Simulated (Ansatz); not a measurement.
One change: `[NH2][In]([OH])[Br]` becomes `[CH3][In]([OH])[Br]`.

Ansatz, PBE0-D4/def2-TZVP geometries, multiplicity 1. Each molecule was computed in one conformer, which needn't be the lowest.

Elements past krypton have def2 core potentials. Scalar relativity is left out up to krypton.

```tsv
property	`[NH2][In]([OH])[Br]`
LUMO energy (ωB97M-V/def2-TZVPP) / eV	0.05
HOMO energy (ωB97M-V/def2-TZVPP) / eV	-10.17
LUMO energy (PBE/def2-TZVPP) / eV	-2.66
HOMO energy (B3LYP/def2-TZVPP) / eV	-7.59
HOMO–LUMO gap (ωB97M-V/def2-TZVPP) / eV	10.22
HOMO–LUMO gap (B3LYP/def2-TZVPP) / eV	5.46
```

Q: What does the change do to each property? (Best estimate.)

A: Computed: 
```json
{"property": "LUMO energy (ωB97M-V/def2-TZVPP) / eV", "`[CH3][In]([OH])[Br]`": "0.35", "shift": "0.30"}
{"property": "HOMO energy (ωB97M-V/def2-TZVPP) / eV", "`[CH3][In]([OH])[Br]`": "-10.22", "shift": "-0.05"}
{"property": "LUMO energy (PBE/def2-TZVPP) / eV", "`[CH3][In]([OH])[Br]`": "-2.20", "shift": "0.46"}
{"property": "HOMO energy (B3LYP/def2-TZVPP) / eV", "`[CH3][In]([OH])[Br]`": "-7.73", "shift": "-0.14"}
{"property": "HOMO–LUMO gap (ωB97M-V/def2-TZVPP) / eV", "`[CH3][In]([OH])[Br]`": "10.57", "shift": "0.35"}
{"property": "HOMO–LUMO gap (B3LYP/def2-TZVPP) / eV", "`[CH3][In]([OH])[Br]`": "6.07", "shift": "0.61"}
```

With PBE0 the HOMO falls by 0.17 eV and the LUMO rises by 0.45 eV, so the gap widens by about 0.62 eV. PBE moves the HOMO by -0.27 eV and ωB97M-V by -0.05 eV.

B3LYP here is the variant with VWN-RPA as its local correlation; programs differ in this.

Spin–orbit coupling is left out; it splits and shifts lone-pair levels of the heavy atoms by tenths of an eV.
